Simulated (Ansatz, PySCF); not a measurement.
The PySCF input:
```python
from pyscf import gto, scf, dft

mol = gto.Mole()
mol.atom = '''
    C    -1.082671   -0.021148   -0.031958
    Cl    0.640655    0.012514    0.018911
    H    -1.428599   -0.674423   -0.850335
    H    -1.486111   -0.405169    0.919851
    H    -1.480403    0.993740   -0.199249
'''
mol.basis = 'def2-svp'
mol.charge = 1
mol.spin = 1
mol.verbose = 3
mol.build()

mf = dft.UKS(mol)
mf.xc = 'b97m_v'
mf.grids.atom_grid = (99, 590)
mf.grids.prune = None
mf.kernel()
```

Q: Give the equivalent Ansatz (a program for electronic structure) input.

A: One answer among several that fit: 
Ansatz 0.2 input:
```yaml
crystal:
  periodic: [false, false, false]
  atoms:
    - {symbol: C, position_ang: [-1.08267077, -0.02114820, -0.03195800]}
    - {symbol: Cl, position_ang: [0.64065512, 0.01251415, 0.01891069]}
    - {symbol: H, position_ang: [-1.42859924, -0.67442261, -0.85033520]}
    - {symbol: H, position_ang: [-1.48611056, -0.40516877, 0.91985068]}
    - {symbol: H, position_ang: [-1.48040265, 0.99374007, -0.19924927]}
basis:
  gaussian:
    orbitals: def2-SVP
hamiltonian:
  xc: {name: B97M-V}
total_charge: 1
magnetization: {spin_polarized: true, initial_magnetization: 1}
accuracy: high
```

Both were run: PySCF gave -499.393225 Eh and Ansatz -499.393226 Eh, 0.001 mEh apart.
